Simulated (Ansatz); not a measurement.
H2OSn (SMILES [OH][SnH]) moved off its minimum; all values from Ansatz (a first-principles code), cores frozen in correlated methods. Elements past Kr take the def2 small-core potentials, without spin–orbit coupling.
(charge 0, multiplicity 1)
```xyz
4

Sn    -0.2772    -0.0684     0.1924
H     -1.5777     0.1261    -1.1161
O      1.2553     0.8240    -0.9354
H      0.9639     1.0871    -1.9044
```

Forces at wB97M-V/def2-TZVPP (eV/Å):

```csv
atom,Fx,Fy,Fz
Sn1,0.797,0.885,-1.533
H2,0.541,-0.081,0.502
O3,-2.160,0.062,-2.136
H4,0.822,-0.866,3.167
```

Task: Give the forces (eV/Å), the total energy and the dipole at CCSD(T)/def2-TZVPPD.

Result: 
```csv
atom,Fx,Fy,Fz
Sn1,0.696,0.745,-1.270
H2,0.400,-0.070,0.382
O3,-1.851,0.158,-2.135
H4,0.755,-0.834,3.022
```
Energy -289.7769 hartree, dipole 1.83 D.
